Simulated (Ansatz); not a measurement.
Program: Ansatz 0.2.0.

`BC1SC1=C=O`. Charge 0, multiplicity 1. The structure was optimised at the PBE0-D4/def2-TZVP level.

```xyz
9

B    -0.604    1.246    0.403
C    -0.621    0.079   -0.625
S    -0.911   -0.810    0.973
C     0.338   -0.962   -0.272
C     1.608   -1.243   -0.236
O     2.701   -1.620   -0.272
H     0.439    1.556    0.894
H    -1.600    1.895    0.535
H    -1.351   -0.142   -1.399
```

(1) What is the dipole moment at B3LYP/def2-TZVPP? (Best estimate.)

(2) And with PBE, r2SCAN, ωB97M-V? (Estimate.)

(3) Give the Mulliken charges with B3LYP, r2SCAN, PBE in def2-TZVPP. (Best estimate.)

## Answers

(1) The calculation gave: 1.36 D, with components (-1.05, -0.62, -0.61) D in this frame, pointing from negative to positive charge.

(2) The calculation gave: PBE 1.37 D, r2SCAN 1.35 D, ωB97M-V 1.30 D.

(3) The calculation gave: 
| atom | B3LYP | r2SCAN | PBE |
| --- | --- | --- | --- |
| B1 | -0.13 | -0.07 | -0.15 |
| C2 | -0.07 | -0.04 | -0.04 |
| S3 | 0.00 | 0.01 | 0.02 |
| C4 | -0.11 | -0.05 | -0.03 |
| C5 | 0.24 | 0.21 | 0.12 |
| O6 | -0.12 | -0.15 | -0.08 |
| H7 | 0.03 | 0.00 | 0.02 |
| H8 | 0.03 | 0.01 | 0.02 |
| H9 | 0.12 | 0.08 | 0.11 |

B3LYP here is the variant with VWN-RPA as its local correlation; programs differ in this.
